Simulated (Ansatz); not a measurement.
Basis-set extrapolation for `Cc1ccc(N(C)C)cc1` (PBE0-D4/def2-TZVP geometry, frozen core, Ansatz 0.2.0). Multiplicity 1, RHF reference.

```json
{"": "HF", "def2-TZVPP": "-402.963392", "def2-QZVPP": "-402.981030"}
{"": "MP2 correlation", "def2-TZVPP": "-1.688122", "def2-QZVPP": "-1.794736"}
{"": "CCSD(T) correlation", "def2-TZVPP": "-1.826434", "def2-QZVPP": "not run"}
```

Energies in hartree. Use E(X) = E(∞) + A·exp(−7.88·√X) for Hartree–Fock and E(X) = E(∞) + B·X^(−2.97) for correlation, with X = 3 and 4, and add CCSD(T) minus MP2 of the smaller set to the MP2 limit.

Question: What is the CCSD(T) energy at the basis-set limit?

Answer: HF limit: -402.981030 + (-0.017638) × 0.13774 = -402.98346. MP2 limit: -1.794736 + (-0.106614) × 0.74074 = -1.87371. Higher-order term: -1.826434 − (-1.688122) = -0.13831. Total: -404.99548 hartree, 129.0 kcal/mol below CCSD(T)/def2-TZVPP.
